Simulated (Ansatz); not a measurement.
Reaction (ligand exchange at a B–F bond): `COBF` + H₂S → `COBS` + H–F

Program: Ansatz. Geometries: PBE0-D4/def2-TZVP. ΔE: electronic, gas phase. CCSD(T)/CBS is the MP2 limit (def2-TZVPP, def2-QZVPP) plus CCSD(T) − MP2 in def2-TZVPP, frozen cores. This one scheme is used for every species. Functionals use def2-TZVPP. B3LYP here is the variant with VWN-RPA as its local correlation; programs differ in this. HSE06 is defined as in plane-wave codes. One conformer a species, not always the lowest.

Is it downhill or uphill in electronic energy at CCSD(T)/CBS, and by how much? (Estimate.)

The calculation gave: Uphill: ΔE = +72.1 kJ/mol.

What do these levels give: r2SCAN-D4, ωB97X-V, ωB97M-V, PBE-QIDH, PBE, r2SCAN, B3LYP, HSE06, CCSD(T)/def2-SVP, SCS-MP2/def2-TZVPP, CCSD/def2-TZVPP, MP2/CBS(def2)? (Estimate.)

The calculation gave: r2SCAN-D4 77.0, ωB97X-V 79.6, ωB97M-V 80.3, PBE-QIDH 72.8, PBE 71.0, r2SCAN 78.0, B3LYP 85.7, HSE06 72.7, CCSD(T)/def2-SVP 91.0, SCS-MP2/def2-TZVPP 77.5, CCSD/def2-TZVPP 80.6, MP2/CBS(def2) 66.2 kJ/mol.

Largest T1 diagnostic among the species: 0.013.

At CCSD(T), def2-SVP lies +19.0 kJ/mol from the extrapolated value and def2-TZVPP +4.4 kJ/mol. The D4 term adds −5.8 kJ/mol with B3LYP and −3.1 kJ/mol with PBE0; it sums over pairs of atoms, weighted by their polarisabilities, and B3LYP, whose exchange is more repulsive, gets the larger term.
